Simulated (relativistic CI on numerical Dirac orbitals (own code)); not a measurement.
## What each ingredient does to the levels of Au XVIII

Base calculation: Dirac-Coulomb-Breit CI, orbitals from a KLI potential per configuration, a model potential for QED, unscaled Slater integrals.

Configurations in the expansion (outside the closed core [Kr] 4d10): 4f14 5s2, 4f14 5s 5p, 4f13 5s2 5p, 4f14 5s 5d, 4f14 5s 5f, 4f13 5s2 5d, 4f14 5p 5d, 4f14 5s 5g, 4f14 5p2, 4f13 5p3, 4f13 5p2 5d, 4f14 5d2, 4f13 5p 5d2, 4f13 5d3, 4f14 5f2, 4f13 5p 5f2, 4f13 5d 5f2. Double excitations out of closed p, d and f shells are left out; levels of such configurations are missing from the list, as are those of other unlisted configurations, and high levels can miss mixing partners.

The lowest level and the first level of each name with at least 55 % of one term (blank where a level has no safe partner in the second run):

```
           Level  Base (cm⁻¹)  Shift (cm⁻¹)
   4f14 5s2 1S_0            0             0
4f14 5s 5p 3P°_0       291865        -38224
4f14 5s 5p 3P°_1       315777        -62136
4f13 5s2 5p 3D_3       359967       +321087
4f13 5s2 5p 3G_3       390773       +298089
4f14 5s 5p 3P°_2       480966       -227325
4f13 5s2 5p 3G_5       546852       +142010
4f14 5s 5p 1P°_1       549354       -208065
4f13 5s2 5p 3F_4       565181              
4f13 5s2 5p 3D_1       569429       +111625
   4f14 5p2 3P_0       681291       -108749
   4f14 5p2 3P_1       844825       -272283
   4f14 5p2 1D_2       848936              
   4f14 5p2 3P_2      1018072
```

At this charge transitions that keep the count of f electrons are usually good to a few per cent. Levels that differ in their count of f electrons can be misplaced by several ten thousand cm⁻¹, since the correlation energy of f electrons is missing or only estimated; rates across such gaps can be off by orders of magnitude.

(1) One thing was changed in a second run, which moved the levels as shown. Which?
A. non-relativistic limit
B. QED terms removed
C. configuration mixing switched off
D. Breit term removed
E. valence Slater integrals scaled by 0.9

Answers

(1) A. Non-relativistic limit. Without relativity the fine structure collapses and s electrons lose their extra binding.

LS names give the leading component of a level, which can be under half, so a name can repeat, a term be missing and a line seem to break the LS rules.
